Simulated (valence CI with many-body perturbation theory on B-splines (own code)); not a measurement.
E1 line list for K12+

Computed by valence CI with perturbative core correlation (CI+MBPT): five valence electrons over a frozen Dirac-Fock core [He], a basis of 9 s, 9 p, 8 d, 6 f, 3 g, 1 h functions for each j, with the one-electron correlation potential Σ1, the two-electron term Σ2, the three-electron term Σ3, Breit, model QED; selected CI, second order for the rest, scaled by the run's own slope (own B-spline code, finite nucleus).

No measured levels were compared; by estimate levels of excited configurations hold to 0.05 to 0.15 % of their energy, terms of the ground configuration to about 0.5 %. Among the levels kept, up to 2400 cm⁻¹ of a level comes from second order outside the variational space, and about a tenth of that is noise between levels of different J, which matters for small intervals.

Lines 201 to 250 of 270 in falling wavelength, among levels below 465.90 eV, chosen from the strongest by gf and those to the six lowest levels. Wavelengths and rates use the calculated energies, so an error of 400 cm⁻¹ moves a line at 28.36 Å by 0.011 % and its rate by three times that or more. Electric multipoles are in the length gauge, E1 and E2 with the static RPA response of the core. Weak lines are less certain than strong ones. Lines between different terms over intervals too small for the method are left out, as are lines whose strength nearly cancels. Where a level lies close to another of its J and parity, the split of strength between their lines is uncertain. The highest levels of a list are the least certain.

Names give the largest LS component (configuration and term), which can be under half, so a name can repeat, a term be missing and a line seem to break the LS rules; names also repeat where a configuration has a term twice. Letters in brackets count levels of one name in rising energy.

```tsv
λ vac (Å)	Upper	Lower	A (s⁻¹)	S (a.u.) with core polarisation	S without
28.36	2s2 2p2 3d 4D_7/2	2s2 2p3 2D°_5/2	1.69e+10	1.52e-03	1.52e-03
28.35	2s2 2p2 3d 2D_3/2 [a]	2s2 2p3 2P°_1/2	1.37e+12	6.16e-02	6.17e-02
28.33	2s 2p3 3p 6P_3/2	2s2 2p3 2P°_1/2	2.45e+09	1.10e-04	1.10e-04
28.33	2s2 2p2 3d 4D_3/2	2s2 2p3 2D°_3/2	2.97e+11	1.34e-02	1.34e-02
28.32	2s2 2p2 3d 2F_5/2 [a]	2s2 2p3 2D°_5/2	8.61e+10	5.79e-03	5.80e-03
28.28	2s2 2p2 3d 2F_5/2 [a]	2s2 2p3 2D°_3/2	5.55e+11	3.72e-02	3.72e-02
28.23	2s2 2p2 3d 2P_1/2 [a]	2s2 2p3 2D°_3/2	8.93e+10	1.98e-03	1.99e-03
28.22	2s2 2p2 3d 4P_5/2	2s2 2p3 2D°_5/2	4.95e+10	3.29e-03	3.30e-03
28.18	2s2 2p2 3d 4P_3/2	2s2 2p3 2D°_5/2	2.43e+10	1.07e-03	1.08e-03
28.18	2s2 2p2 3d 4P_5/2	2s2 2p3 2D°_3/2	3.20e+09	2.12e-04	2.12e-04
28.17	2s2 2p2 3d 2F_7/2 [a]	2s2 2p3 2D°_5/2	7.21e+11	6.37e-02	6.38e-02
28.14	2s2 2p2 3d 2D_3/2 [b]	2s2 2p3 2P°_3/2	5.59e+09	2.46e-04	2.46e-04
28.12	2s2 2p2 3d 2D_5/2 [b]	2s2 2p3 2P°_3/2	6.37e+11	4.19e-02	4.20e-02
28.08	2s2 2p2 3d 2D_3/2 [b]	2s2 2p3 2P°_1/2	1.32e+12	5.77e-02	5.78e-02
28.02	2s2 2p2 3d 2F_5/2 [b]	2s2 2p3 2P°_3/2	2.51e+12	1.64e-01	1.64e-01
28.00	2s 2p3 3p 4P_5/2	2s2 2p3 2P°_3/2	1.40e+11	9.12e-03	9.13e-03
28.00	2s 2p3 3p 4P_3/2	2s2 2p3 2P°_3/2	6.87e+09	2.97e-04	2.98e-04
27.99	2s 2p3 3p 4P_1/2	2s2 2p3 2P°_3/2	5.09e+10	1.10e-03	1.10e-03
27.98	2s2 2p2 3d 2P_1/2 [b]	2s2 2p3 2P°_3/2	1.26e+11	2.72e-03	2.72e-03
27.93	2s 2p3 3p 4P_1/2	2s2 2p3 2P°_1/2	3.84e+11	8.26e-03	8.27e-03
27.93	2s2 2p2 3d 2P_3/2 [b]	2s2 2p3 2P°_3/2	2.57e+12	1.10e-01	1.11e-01
27.92	2s2 2p2 3d 2P_1/2 [b]	2s2 2p3 2P°_1/2	1.33e+12	2.87e-02	2.87e-02
27.91	2s2 2p2 3d 2D_3/2 [a]	2s2 2p3 2D°_5/2	2.80e+11	1.20e-02	1.21e-02
27.89	2s2 2p2 3d 2D_5/2 [a]	2s2 2p3 2D°_5/2	1.56e+12	1.01e-01	1.01e-01
27.89	2s2 2p2 3d 2S_1/2	2s2 2p3 2P°_3/2	1.77e+12	3.80e-02	3.80e-02
27.88	2s 2p3 3p 6P_5/2	2s2 2p3 2D°_5/2	2.89e+10	1.86e-03	1.86e-03
27.87	2s2 2p2 3d 2P_3/2 [b]	2s2 2p3 2P°_1/2	3.27e+11	1.40e-02	1.40e-02
27.87	2s2 2p2 3d 2D_3/2 [a]	2s2 2p3 2D°_3/2	5.32e+11	2.27e-02	2.28e-02
27.86	2s 2p3 3p 6P_3/2	2s2 2p3 2D°_3/2	5.72e+08	2.44e-05	2.44e-05
27.86	2s 2p3 3p 6P_7/2	2s2 2p3 2D°_5/2	3.11e+08	2.65e-05	2.66e-05
27.85	2s2 2p2 3d 2D_5/2 [a]	2s2 2p3 2D°_3/2	1.56e+12	1.00e-01	1.00e-01
27.84	2s 2p3 3p 6P_5/2	2s2 2p3 2D°_3/2	3.62e+10	2.32e-03	2.32e-03
27.83	2s2 2p2 3d 2S_1/2	2s2 2p3 2P°_1/2	5.02e+11	1.07e-02	1.07e-02
27.78	2s2 2p2 3d 4F_3/2	2s2 2p3 4S°_3/2	1.63e+10	6.88e-04	6.89e-04
27.76	2s2 2p2 3d 2G_7/2	2s2 2p3 2D°_5/2	3.49e+11	2.95e-02	2.95e-02
27.74	2s2 2p2 3d 4F_5/2	2s2 2p3 4S°_3/2	4.77e+10	3.02e-03	3.02e-03
27.65	2s2 2p2 3d 2D_3/2 [b]	2s2 2p3 2D°_5/2	3.19e+11	1.33e-02	1.33e-02
27.64	2s2 2p2 3d 2D_5/2 [b]	2s2 2p3 2D°_5/2	2.06e+12	1.29e-01	1.29e-01
27.63	2s2 2p2 3d 2P_3/2 [a]	2s2 2p3 4S°_3/2	1.93e+11	8.05e-03	8.06e-03
27.61	2s2 2p2 3d 2D_3/2 [b]	2s2 2p3 2D°_3/2	2.26e+12	9.38e-02	9.40e-02
27.60	2s2 2p2 3d 4D_1/2	2s2 2p3 4S°_3/2	7.61e+10	1.58e-03	1.58e-03
27.60	2s2 2p2 3d 2D_5/2 [b]	2s2 2p3 2D°_3/2	2.09e+12	1.30e-01	1.30e-01
27.60	2s2 2p2 3d 2F_7/2 [b]	2s2 2p3 2D°_5/2	5.87e+12	4.87e-01	4.88e-01
27.58	2s2 2p2 3d 4D_5/2	2s2 2p3 4S°_3/2	5.81e+11	3.61e-02	3.62e-02
27.54	2s2 2p2 3d 4D_3/2	2s2 2p3 4S°_3/2	1.20e+11	4.94e-03	4.95e-03
27.54	2s2 2p2 3d 2F_5/2 [b]	2s2 2p3 2D°_5/2	2.91e+09	1.80e-04	1.80e-04
27.52	2s 2p3 3p 4P_5/2	2s2 2p3 2D°_5/2	4.92e+08	3.04e-05	3.04e-05
27.50	2s2 2p2 3d 2F_5/2 [b]	2s2 2p3 2D°_3/2	2.26e+12	1.39e-01	1.40e-01
27.50	2s2 2p2 3d 2F_5/2 [a]	2s2 2p3 4S°_3/2	2.48e+11	1.53e-02	1.53e-02
27.48	2s 2p3 3p 4P_5/2	2s2 2p3 2D°_3/2	4.79e+10	2.94e-03	2.95e-03
```
